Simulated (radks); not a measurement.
The numbers below are computed, except where a source is named.
Ionisation of the cadmium ion Cd2+, [Kr] 4d10, to [Kr] 4d9 as the strength of local exchange is varied. Level of theory: Dirac Kohn-Sham, Slater X-alpha exchange (alpha = 2/3 is LDA exchange), no correlation, spin-unpolarised, spherical densities, finite nucleus; Fermi nuclear charge, rms radius 4.6087 fm (a radial shooting solver on a logarithmic mesh with Libxc functionals).

| alpha | E(Cd2+) (hartree) | exchange (hartree) | IE (eV) | -e of the level emptied (eV) | <r> of it (bohr) |
|---|---|---|---|---|---|
| 0.63 | -5577.43801 | -136.40592 | 35.489 | 28.076 (4d5/2) | 1.276 |
| 0.695 | -5591.52936 | -150.85836 | 36.937 | 29.411 (4d5/2) | 1.261 |
| 0.703 | -5593.26612 | -152.64199 | 37.118 | 29.578 (4d5/2) | 1.259 |
| 0.725 | -5598.04500 | -157.55250 | 37.618 | 30.040 (4d5/2) | 1.254 |
| 0.772 | -5608.26800 | -168.07016 | 38.699 | 31.040 (4d5/2) | 1.243 |
| 0.803 | -5615.02095 | -175.02748 | 39.422 | 31.711 (4d5/2) | 1.236 |
| ? | -5585.45490 | -144.62404 | 36.309 | 28.831 (4d5/2) | 1.267 |

Which alpha was used in the last row?

Answer. alpha = 0.667. NIST Atomic Spectra Database: 37.47 eV (measured). The Delta-SCF value meets it near alpha = 0.72. Spin polarisation and multiplet splitting are left out, so open shells lie too high by an amount that depends on their filling.

Beside tabulated values, note that spin-unpolarised runs miss the spin-polarisation part of the exchange energy of open shells.
